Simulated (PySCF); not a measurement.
CH₅O, SMILES C[OH2+], charge +1. Heavy atoms are numbered as in [CH3:1][OH2+:2]. Hydrogens are named by the atom that carries them.

The structure is a stationary point at B3LYP-D3(BJ)/def2-TZVP. The isomer is the one that the SMILES or the coordinates give; other isomers of the formula were not compared.

Method: PBE0/pcSseg-2 run with PySCF.

GIAO shieldings, no solvent; atoms alike by connectivity are averaged. δ = σ(ref) − σ: ¹³C against TMS (σ = 186.1 ppm); ¹⁷O against H2O (σ = 327.8 ppm); ¹H against TMS (σ = 31.54 ppm), references at their B3LYP-D3(BJ)/def2-TZVP geometries, non-relativistic.

**Question.** Estimate the chemical shifts. (An estimate is asked for; the answer gives what the named calculation found.)

**Answer.** 
```
nucleus     atoms  count  δ (ppm)
-------  --------  -----  -------
¹³C      C1 (CH3)      1     83.2
¹⁷O      O2 (OH2)      1     19.6
¹H        H on O2      2     5.89
¹H        H on C1      3     5.34
```
